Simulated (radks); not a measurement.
Question: Valence configurations of S II (all share [Ne]). All-electron calculation, Dirac Kohn-Sham, BLYP, spin-unpolarised, spherical densities, point nucleus; open shells are shared between the two j in proportion to 2j + 1. Program: a radial shooting solver on a logarithmic mesh with Libxc functionals. Order these by energy: 3s1.5 3p3.5; 3s0.5 3p4.5; 3s1 3p4; 3s2 3p3; 3p5.

Answer: From the lowest, in eV above it: 3s2 3p3 0.000; 3s1.5 3p3.5 5.425; 3s1 3p4 10.874; 3s0.5 3p4.5 16.348; 3p5 21.844. NIST lists [Ne] 3s2 3p3 as the ground configuration; this level of theory agrees among the configurations tried. The energies are those of spherical spin-averaged densities, not of single terms.
